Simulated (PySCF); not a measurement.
**Correlation energy of Li⁻ (lithium, charge -1)**

[He] 2s2, closed-shell 1S. Calculation: PySCF 2.14, in aug-cc-pCVDZ (5s4p2d, 27 functions); the non-relativistic Hamiltonian (point nucleus). Frozen: nothing; 4 electrons correlated.

```json
{"level": "CCSD", "correlation energy (mhartree)": "-60.43"}
{"level": "(T)", "correlation energy (mhartree)": "-0.17"}
{"level": "CCSD(T)", "correlation energy (mhartree)": "-60.60"}
{"level": "CCSDT", "correlation energy (mhartree)": "-60.61"}
```

Diagnostics: T1 = 0.035, D1 = 0.0705, largest double amplitude 0.160.

Problem. Is a single reference adequate?

Solution. Not fully. T1 exceeds 0.03, a sign that the reference determinant is poor. A double-excitation amplitude exceeds 0.15, a sign of near-degeneracy.
